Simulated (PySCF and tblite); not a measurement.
Values are calculated unless marked as measured or tabulated.
C7H8ClF3, numbered as in [F:1][C:2]([F:3])([F:4])[C:5]1=[CH:6][C@H:7]([Cl:8])[CH2:9][CH2:10][CH2:11]1.

Geometries GFN2-xTB; weights from PBE0-D3(BJ)/pcSseg-1 (IEF-PCM, acetone) energies and GFN2-xTB thermal corrections, with symmetry numbers and mirror pairs. Conformers within 5 kcal/mol (GFN2-xTB free energy) were kept, 6 at most. (PySCF 2.14, tblite 0.8.)

The 6-ring runs over atoms 5–6–7–9–10–11.

```json
{"conformer": "1", "shape": "6-ring half-chair (ring torsions 16, -48, 64, -47, 15, 1°)", "symmetry": "C1", "dipole D": "3.70"}
{"conformer": "2", "shape": "6-ring half-chair (ring torsions -15, 45, -63, 48, -18, 1°)", "symmetry": "C1", "dipole D": "3.57"}
```

Question: Which of these conformers is the most populated at 298.15 K, and with what share?

Answer: Conformer 2, about 74 %.

Question: Give the DFT energies and free energies relative to the lowest, and all weights.

Answer: 
| conformer | shape | E(DFT) kcal/mol | G(298.15 K) kcal/mol | weight % |
| --- | --- | --- | --- | --- |
| 1 | 6-ring half-chair (ring torsions 16, -48, 64, -47, 15, 1°) | 0.74 | 0.61 | 26.2 |
| 2 | 6-ring half-chair (ring torsions -15, 45, -63, 48, -18, 1°) | 0.00 | 0.00 | 73.8 |

Question: How does its share change from 273.15 K to 450 K?

Answer: From 76 % to 65 %; the mixing entropy goes from 1.10 to 1.28 cal/(mol K).


Conformer gaps in pcSseg-1 on xTB geometries can be 2 kcal/mol off for S=O, P=O and other polar bonds.